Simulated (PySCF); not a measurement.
Calculated properties of `[H]/N=C\[SiH2][SiH2][SiH3]`

CH9NSi3.
SMILES with atom numbers: `[H]/[N:1]=[CH:2]\[SiH2:3][SiH2:4][SiH3:5]` (hydrogens: H6 on N1; H7 on C2; H8, H9 on Si3; H10, H11 on Si4; H12, H13, H14 on Si5)

Geometry (PBE0-D3(BJ)/def2-SVP, Å), atoms numbered from 1 in this order:
```
atom  x, y, z in Å
N1    -2.022    1.055    1.313
C2    -1.965    0.751    0.079
Si3   -1.240   -0.848   -0.661
Si4    1.007   -0.406   -1.177
Si5    2.025    0.337    0.802
H6    -1.660    0.290    1.897
H7    -2.334    1.518   -0.630
H8    -1.286   -1.901    0.404
H9    -2.025   -1.292   -1.854
H10    1.092    0.650   -2.235
H11    1.691   -1.641   -1.674
H12    1.930   -0.746    1.830
H13    1.312    1.546    1.315
H14    3.466    0.670    0.581
```

Structural features include: Si–H bond and C–Si bond.

PBE0-D3(BJ)/def2-SVP geometry optimisation, gas phase (PySCF):

```yaml
Point_group: C1
Rotational_constants_A_B_C: 2.846, 1.445, 1.054 GHz
```

CAM-B3LYP/def2-SVPD ground state, ΔSCF and vertical TDDFT (core frozen in the response) (PySCF):

```yaml
Dipole_moment: 1.97 D
HOMO_energy: -8.67 eV
LUMO_energy: -0.12 eV
HOMO–LUMO_gap: 8.55 eV
Lowest_singlet_excitation: 4.29 eV (289 nm, f = 0.002)
Strongest_line_among_the_10_lowest_singlet_transitions: S5 at 6.89 eV (180 nm, f = 0.184)
Lowest_triplet_excitation_Tamm–Dancoff: 3.49 eV
Static_isotropic_polarisability: 109.2 au
Vertical_ionisation_energy: 9.43 eV
Electronic_spatial_extent_⟨r²⟩_about_the_centre_of_nuclear_charge: 1157 bohr²
```

From CAM-B3LYP/pcSseg-2 ground state and GIAO shieldings, non-relativistic (PySCF):

```yaml
13C_chemical_shifts_computed_TMS_as_zero_by_class: 203.1 (C2) ppm
1H_chemical_shifts_computed_TMS_as_zero_by_class: 12.13 (H6), 9.20 (H7), 4.15 (H8/H9), 3.53 (H12/H13/H14), 3.36 (H10/H11) ppm
Isotropic_shieldings_of_nuclei_other_than_C_and_H_by_class: -196 (N1), 400 (Si3), 440 (Si5), 450 (Si4) ppm
```

Monoisotopic mass (most abundant isotopes): 119.0043 u.

S1 lies 4.26 eV below the HOMO–LUMO gap; its leading configuration is HOMO→LUMO, weight 0.88. The largest Löwdin shares of the HOMO are 0.45 on N1, 0.19 on C2, 0.13 on Si3 and 0.06 on H6. The polarisability is 16.18 Å³ as a volume (1 au = 0.148185 Å³), or 1.71 au for each of the 64 electrons. The vertical singlet–triplet gap S1 − T1 is 0.80 eV (TDDFT singlet less Tamm–Dancoff triplet; S1: HOMO→LUMO, weight 0.88; T1: HOMO→LUMO, weight 0.85).

 NMR classes are plain means over equivalent atoms (diastereotopic ones count apart unless rotation or inversion swaps them), as if these changed places fast; in this geometry the members of some classes differ.

One conformer stands for the species.
